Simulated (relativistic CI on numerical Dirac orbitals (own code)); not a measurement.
Hyperfine structure of Ta54+, mass number 181

Calculated at this level of theory: Dirac-Coulomb-Breit CI, orbitals from a KLI potential per configuration, QED by a radiative potential, unscaled Slater integrals (own radial code, finite nucleus).

CI space (outside the closed core [Ne]): 3s2 3p6 3d, 3s2 3p5 3d2, 3s 3p6 3d2, 3s2 3p6 4s, 3s2 3p6 4p, 3s2 3p6 4d, 3s2 3p5 3d 4s, 3s2 3p6 4f, 3s2 3p5 3d 4p, 3p6 3d3, 3p5 3d4, 3p5 3d3 4s. Double excitations out of closed p, d and f shells are left out; levels of such configurations are missing from the list, as are those of other unlisted configurations, and high levels can miss mixing partners. These lack a partner that the ground configuration has and come out too high: 3s2 3p5 3d 4p.

Nuclear spin I = 7/2, μ = 2.365 μN, Q = 3.17 b (tables of Stone and Pyykkö). The electronic factors are computed for point nuclear moments, without core polarisation or the Bohr-Weisskopf and QED corrections.

| Level | E (eV) | A (MHz) | B (MHz) |
| --- | --- | --- | --- |
| 3s2 3p6 3d 2D_3/2 | 0.000 | 70850 | 222000 |
| 3s2 3p6 3d 2D_5/2 | 72.600 | 28150 | 272000 |
| 3s2 3p5 3d2 4D°_1/2 | 249.847 | 15390 |  |
| 3s2 3p5 3d2 4G°_9/2 | 319.698 | 69730 | -1.13e+06 |
| 3s2 3p5 3d2 2H°_11/2 | 330.508 | 67030 | -809000 |

Levels with J = 0, under 50 % of one LS term, or S terms without an open s electron are left out. Small factors come from cancelling terms and can be off by tens of per cent or more.

At this charge energies of transitions that change n are usually good to better than 1 %, and those within a shell (Δn = 0) to a few per cent.

Give the hyperfine levels of 3s2 3p6 3d 2D_3/2 relative to its centre of gravity.

With K = F(F + 1) − I(I + 1) − J(J + 1), E = AK/2 + B[¾K(K + 1) − I(I + 1)J(J + 1)]/[2I(2I − 1)J(2J − 1)]: F = 2: -359100, F = 3: -305400, F = 4: -85540, F = 5: 427500 MHz.

LS names give the leading component of a level, which can be under half, so a name can repeat, a term be missing and a line seem to break the LS rules.
